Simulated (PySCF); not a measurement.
PbCl, SMILES [Cl][Pb+] (connectivity only; charge and spin as stated), charge +1, multiplicity 1.

Geometry: B3LYP-D3(BJ)/def2-TZVP. The multiplicity is an assumed one; other spin states were not compared. The def2 effective core potentials stand for the cores of Pb; spin–orbit coupling is left out.

Method: B3LYP-D3(BJ)/def2-TZVP (PySCF).

Frequencies are harmonic and unscaled.

Task: Estimate the vibrational spectrum. (An estimate is asked for; the answer gives what the named calculation found.)

Result: 
| mode | ν (cm⁻¹) | IR (km/mol) | Raman (Å⁴/amu) | depolarisation | moving atoms (share of kinetic energy) |
|---|---|---|---|---|---|
| 1 | 373 | 40.9 | 15.1 | 0.30 | Cl 85 %, Pb 15 % |
